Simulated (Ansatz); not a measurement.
Basis-set extrapolation for CH₆N₂Si, SMILES `N[SiH]1CN1` (PBE0-D4/def2-TZVP geometry, frozen core, the Gaussian-basis code of Ansatz). Multiplicity 1, RHF reference.

```json
{"": "HF", "def2-TZVPP": "-439.264247", "def2-QZVPP": "-439.281349"}
{"": "MP2 correlation", "def2-TZVPP": "-0.712648", "def2-QZVPP": "-0.763068"}
{"": "CCSD(T) correlation", "def2-TZVPP": "-0.774860", "def2-QZVPP": "not run"}
```

Energies in hartree. Use E(X) = E(∞) + A·exp(−7.88·√X) for Hartree–Fock and E(X) = E(∞) + B·X^(−2.97) for correlation, with X = 3 and 4, and add CCSD(T) minus MP2 of the smaller set to the MP2 limit.

**Question.** What is the CCSD(T) energy at the basis-set limit?

**Answer.** HF limit: -439.281349 + (-0.017102) × 0.13774 = -439.28370. MP2 limit: -0.763068 + (-0.050420) × 0.74074 = -0.80042. Higher-order term: -0.774860 − (-0.712648) = -0.06221. Total: -440.14633 hartree, 281.5 kJ/mol below CCSD(T)/def2-TZVPP.
